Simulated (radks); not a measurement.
Q: Spherical quantum dot in the effective-mass picture: electrons in a parabolic well V = omega^2 r^2 / 2 with omega = 1.08, all in effective atomic units (hartree* = m*/eps^2 hartree, bohr* = eps/m* bohr), one dielectric constant everywhere. Method: non-relativistic Kohn-Sham, LDA (Slater exchange, Perdew-Wang correlation), spin-polarised, spherical densities; computed with a radial shooting solver with Libxc functionals. Levels are named by radial order and angular momentum (1s, 1p, 1d, 2s, ...), and open shells are averaged over m. At N = 15 the configuration is 1s2 1p6 1d(up 5, down 2). Does electron 16 go into 2s down or 1d down or 2s up?

A: Into 1d down. The total energies of the other choices lie higher by 0.0759 hartree* (2s up), 0.109 hartree* (2s down).
